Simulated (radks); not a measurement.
Results of a calculation; reference values are marked as such.
Question: All-electron atom: Lu LVIII in [Ne] 3s2 3p2. Level of theory: scalar-relativistic Kohn-Sham, LB94 model potential, spin-polarised, spherical densities, finite nucleus; open shells are filled with parallel spins first (spin-orbit coupling, left out, can overturn this in heavy ions); Fermi nuclear charge, rms radius 5.37 fm (a radial shooting solver on a logarithmic mesh with Libxc functionals). Some entries of the table are withheld. Estimate them.

orbital  occ.  eigenvalue (eV)  <1/r> (bohr^-1)  <r^2> (bohr^2)
1s up       1        -67950.19            82.29       0.0005103
1s down     1        -67950.14            82.30       0.0005102
2s up       1        -15132.95            19.44        0.007688
2s down     1        -15131.57            19.42        0.007696
2p up       3        -13872.69            17.79        0.006258
2p down     3        -13868.11            17.78        0.006266
3s up       1              (1)            7.868         0.04334
3s down     1              (2)            7.890         0.04325
3p up       2        -5743.221            7.384         0.04205
3p down     0        -5730.281            7.408         0.04193

Answer: 
(1) 3s up eigenvalue (eV): -6117.525
(2) 3s down eigenvalue (eV): -6102.998
